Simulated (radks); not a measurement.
Results of a calculation; reference values are marked as such.
Species: Gd3+. Configuration: [Ne] 3s2 3p(1/2: 2, 3/2: 4) 3d10 4s2 4p6 4d10 4f7 5s2 5p6. Code: a radial shooting solver on a logarithmic mesh with Libxc functionals. Model: Dirac Kohn-Sham, PBE, spin-unpolarised, spherical densities, finite nucleus; open shells fill j = l - 1/2 first; Fermi nuclear charge, rms radius 5.1569 fm.

Radial electron density D(r) = 4 pi r^2 rho(r):

| r (bohr) | D(r) (e/bohr) |
|---|---|
| 0.002391 | 16.35 |
| 0.003163 | 24.30 |
| 0.004185 | 34.98 |
| 0.005494 | 47.88 |
| 0.007269 | 62.70 |
| 0.009618 | 76.56 |
| 0.01273 | 85.72 |
| 0.0167 | 87.09 |
| 0.0221 | 81.68 |
| 0.02924 | 77.09 |
| 0.03869 | 83.90 |
| 0.05079 | 101.6 |
| 0.0672 | 113.0 |
| 0.08891 | 101.4 |
| 0.1176 | 85.47 |
| 0.1544 | 92.79 |
| 0.2043 | 98.18 |
| 0.2703 | 67.16 |
| 0.3577 | 41.98 |
| 0.4732 | 48.53 |
| 0.6212 | 43.69 |
| 0.8219 | 23.92 |
| 1.087 | 13.54 |
| 1.439 | 9.068 |
| 1.889 | 4.226 |
| 2.499 | 1.016 |
| 3.306 | 0.1134 |
| 4.375 | 0.004802 |

D(r) has 4 maxima, at r = 0.0153, 0.0677, 0.189, 0.517 bohr, and minima at 0.0295, 0.123, 0.372 bohr, inside which lie 2.02, 11.15, 29.39 electrons.
